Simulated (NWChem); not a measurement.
Program: NWChem. System: IPb (+1), charge 1, spin multiplicity 1, at a geometry optimised with PBE/def2-SVP with def2 effective core potentials on I, Pb. The structure started from a generated list of species. Level: EOM-CCSD/def2-SVPD with def2 effective core potentials on I, Pb, 8 core orbitals frozen.

Job file:

```
start mol
memory heap 100 mb stack 700 mb global 1900 mb
charge 1
geometry units angstroms nocenter noautoz
  Pb     0.000000     0.000000    -1.069363
  I      0.000000     0.000000     1.654487
  symmetry group C2v
end
basis spherical
  * library def2-svpd
end
ecp
  I library def2-ecp
  Pb library def2-ecp
end
scf
  rhf
  nopen 0
  maxiter 100
  thresh 1e-7
  semidirect memsize 60000000 filesize 0
end
tce
  freeze core 8
  ccsd
  nroots 1
  2eorb
  2emet 13
  thresh 1e-5
  maxiter 200
  tilesize 24
end
task tce energy
```

NWChem printed:

```
             Northwest Computational Chemistry Package (NWChem) 7.3.0
             --------------------------------------------------------

                                NWChem Input Module
                                -------------------

 Scaling coordinates for geometry "geometry" by  1.889725989
 (inverse scale =  0.529177249)

 Turning off AUTOSYM since
 SYMMETRY directive was detected!

                             Geometry "geometry" -> ""
                             -------------------------

 Output coordinates in angstroms (scale by  1.889725989 to convert to a.u.)

  No.       Tag          Charge          X              Y              Z
 ---- ---------------- ---------- -------------- -------------- --------------
    1 Pb                  82.0000     0.00000000     0.00000000    -1.06936300
    2 I                   53.0000     0.00000000     0.00000000     1.65448700

 Effective nuclear repulsion energy (a.u.)     844.3212086395

            Nuclear Dipole moment (a.u.)
            ----------------------------
        X                 Y               Z
 ---------------- ---------------- ----------------
     0.0000000000     0.0000000000     0.0000850377

      Symmetry information
      --------------------

 Group name             C2v
 Group number             16
 Group order               4
 No. of unique centers     2

      Symmetry unique atoms

     1    2


 Summary of "ao basis" -> "" (spherical)
 ------------------------------------------------------------------------------
       Tag                 Description            Shells   Functions and Types
 ---------------- ------------------------------  ------  ---------------------
 *                         def2-svpd                  on all atoms

 Summary of "ao basis" -> "ao basis" (spherical)
 ------------------------------------------------------------------------------
       Tag                 Description            Shells   Functions and Types
 ---------------- ------------------------------  ------  ---------------------
 Pb                        def2-svpd                12       32   5s4p3d
 I                         def2-svpd                13       35   5s5p3d

                                 NWChem SCF Module
                                 -----------------

  ao basis        = "ao basis"
  functions       =    67
  atoms           =     2
  closed shells   =    23
  open shells     =     0
  charge          =   1.00
  wavefunction    = RHF
  use symmetry    = T
  symmetry adapt  = T

 Summary of "ao basis" -> "ao basis" (spherical)
 ------------------------------------------------------------------------------
       Tag                 Description            Shells   Functions and Types
 ---------------- ------------------------------  ------  ---------------------
 Pb                        def2-svpd                12       32   5s4p3d
 I                         def2-svpd                13       35   5s5p3d

      Symmetry analysis of basis
      --------------------------

        a1         31
        a2          6
        b1         15
        b2         15

 Forming initial guess at       0.1s

      Superposition of Atomic Density Guess
      -------------------------------------

 Sum of atomic energies:        -566.48649021

 Renormalizing density from      47.00 to     46

      Non-variational initial energy
      ------------------------------

 Total energy =    -485.633603
 1-e energy   =   -1043.940423
 2-e energy   =     451.455310
[...]
 Excited-state calculation ( a2  symmetry)
 =========================================
 Dim. of EOMCC iter. space      500

 EOMCCSD SOLVER TYPE  1
  maxdiff =   0.33801194117194261

 No. of initial right vectors    2

 EOM-CCSD right-hand side iterations
 --------------------------------------------------------------
      Residuum       Omega / hartree  Omega / eV    Cpu    Wall
 --------------------------------------------------------------

 Iteration   1 using    2 trial vectors
   0.4094616721476   0.2176743624428    5.92322     1.4     1.4

 Iteration   2 using    3 trial vectors
   0.0877030365463   0.1250781380026    3.40355     0.6     0.6

 Iteration   3 using    4 trial vectors
   0.0243234972889   0.1209887903394    3.29227     0.6     0.6

 Iteration   4 using    5 trial vectors
   0.0077424180690   0.1205899907809    3.28142     0.6     0.6

 Iteration   5 using    6 trial vectors
   0.0019140292539   0.1204899358117    3.27870     0.6     0.6

 Iteration   6 using    7 trial vectors
   0.0004891995162   0.1204783811790    3.27838     0.6     0.6

 Iteration   7 using    8 trial vectors
   0.0001255653868   0.1204798461043    3.27842     0.6     0.6

 Iteration   8 using    9 trial vectors
   0.0000372243807   0.1204802137482    3.27843     0.6     0.6

 Iteration   9 using   10 trial vectors
   0.0000117310620   0.1204803222104    3.27844     0.6     0.6

 Iteration  10 using   11 trial vectors
   0.0000029104478   0.1204803546736    3.27844     0.6     0.6
 --------------------------------------------------------------
 Iterations converged
 ------------------

 Excited state root  1
 Excitation energy / hartree =        0.120480354673588
                   / eV      =        3.278438653291500
 largest EOMCCSD amplitudes: R1 and R2

 Singles contributions
    25b1  (alpha) ---    22b2  (alpha)        0.6452837877
    24b2  (alpha) ---    23b1  (alpha)       -0.6452837877

 Doubles contributions

 =========================================
 Excited-state calculation ( b1  symmetry)
 =========================================
 Dim. of EOMCC iter. space      500

 EOMCCSD SOLVER TYPE  1
  maxdiff =   0.35587498022539354

 No. of initial right vectors    1

 EOM-CCSD right-hand side iterations
 --------------------------------------------------------------
      Residuum       Omega / hartree  Omega / eV    Cpu    Wall
 --------------------------------------------------------------

 Iteration   1 using    1 trial vectors
   0.4026439234903   0.2210295569540    6.01452     1.0     1.0

 Iteration   2 using    2 trial vectors
   0.0984968131474   0.1439194002030    3.91625     0.7     0.7

 Iteration   3 using    3 trial vectors
   0.0339961692821   0.1395572108248    3.79755     0.7     0.7

 Iteration   4 using    4 trial vectors
   0.0137938383072   0.1388010365470    3.77697     0.7     0.7

 Iteration   5 using    5 trial vectors
   0.0051524544599   0.1386233979584    3.77214     0.7     0.7

 Iteration   6 using    6 trial vectors
   0.0027756599729   0.1385985840485    3.77146     0.7     0.7

 Iteration   7 using    7 trial vectors
   0.0017912265223   0.1386034642489    3.77159     0.7     0.7

 Iteration   8 using    8 trial vectors
   0.0011991276957   0.1386105168666    3.77179     0.7     0.7

 Iteration   9 using    9 trial vectors
   0.0006354367578   0.1386032173517    3.77159     0.7     0.7

 Iteration  10 using   10 trial vectors
   0.0002317551092   0.1386002936121    3.77151     0.7     0.7

 Iteration  11 using   11 trial vectors
   0.0000757012811   0.1385990417123    3.77147     0.7     0.7

 Iteration  12 using   12 trial vectors
   0.0000238666519   0.1385987393239    3.77147     0.7     0.7

 Iteration  13 using   13 trial vectors
   0.0000089245528   0.1385988135173    3.77147     0.7     0.7
 --------------------------------------------------------------
 Iterations converged
 ------------------

 Excited state root  1
 Excitation energy / hartree =        0.138598813517320
                   / eV      =        3.771467213609828
 largest EOMCCSD amplitudes: R1 and R2

 Singles contributions
    25b1  (alpha) ---    21a1  (alpha)        0.9170039595

 Doubles contributions

 =========================================
 Excited-state calculation ( b2  symmetry)
 =========================================
 Dim. of EOMCC iter. space      500

 EOMCCSD SOLVER TYPE  1
  maxdiff =   0.35587498022539038

 No. of initial right vectors    1

 EOM-CCSD right-hand side iterations
 --------------------------------------------------------------
      Residuum       Omega / hartree  Omega / eV    Cpu    Wall
 --------------------------------------------------------------

 Iteration   1 using    1 trial vectors
   0.4026439234903   0.2210295569540    6.01452     1.0     1.0

 Iteration   2 using    2 trial vectors
   0.0984968131474   0.1439194002030    3.91625     0.7     0.7

 Iteration   3 using    3 trial vectors
   0.0339961692821   0.1395572108248    3.79755     0.7     0.7

 Iteration   4 using    4 trial vectors
   0.0137938383072   0.1388010365470    3.77697     0.7     0.7

 Iteration   5 using    5 trial vectors
   0.0051524544599   0.1386233979584    3.77214     0.7     0.7

 Iteration   6 using    6 trial vectors
   0.0027756599729   0.1385985840485    3.77146     0.7     0.7

 Iteration   7 using    7 trial vectors
   0.0017912265223   0.1386034642490    3.77159     0.7     0.7

 Iteration   8 using    8 trial vectors
   0.0011991276957   0.1386105168666    3.77179     0.7     0.7

 Iteration   9 using    9 trial vectors
   0.0006354367578   0.1386032173517    3.77159     0.7     0.7

 Iteration  10 using   10 trial vectors
   0.0002317551092   0.1386002936121    3.77151     0.7     0.7

 Iteration  11 using   11 trial vectors
   0.0000757012811   0.1385990417123    3.77147     0.7     0.7

 Iteration  12 using   12 trial vectors
   0.0000238666519   0.1385987393239    3.77147     0.7     0.7

 Iteration  13 using   13 trial vectors
   0.0000089245528   0.1385988135173    3.77147     0.7     0.7
 --------------------------------------------------------------
 Iterations converged
 ------------------

 Excited state root  1
 Excitation energy / hartree =        0.138598813517323
                   / eV      =        3.771467213609906
 largest EOMCCSD amplitudes: R1 and R2

 Singles contributions
    24b2  (alpha) ---    21a1  (alpha)        0.9170039595

 Doubles contributions

 Task  times  cpu:       46.8s     wall:       46.8s

 Total times  cpu:       46.8s     wall:       46.8s
```
